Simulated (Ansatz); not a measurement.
```xyz
9

C     0.083    0.966    0.591
C     0.085   -0.486    0.232
B     0.015   -1.031   -1.178
O    -1.137   -0.952   -0.522
H     1.070    1.246    0.970
H    -0.137    1.598   -0.271
H    -0.650    1.185    1.374
H     0.295   -1.160    1.060
H     0.376   -1.366   -2.255
```

Charge 0, multiplicity 1.

Task: List the CAM-B3LYP/def2-TZVPP orbital energies in eV (Ansatz). (An estimate is asked.)

Result: Computed: Occupied: -523.12, -279.98, -278.77, -186.29, -30.89, -22.67, -18.60, -15.82, -14.93, -13.94, -13.23, -12.73, -11.82, -10.56, -9.25. Lowest empty: 0.67, 2.04, 2.59, 2.89, 3.19, 3.43, 4.06, 4.28.
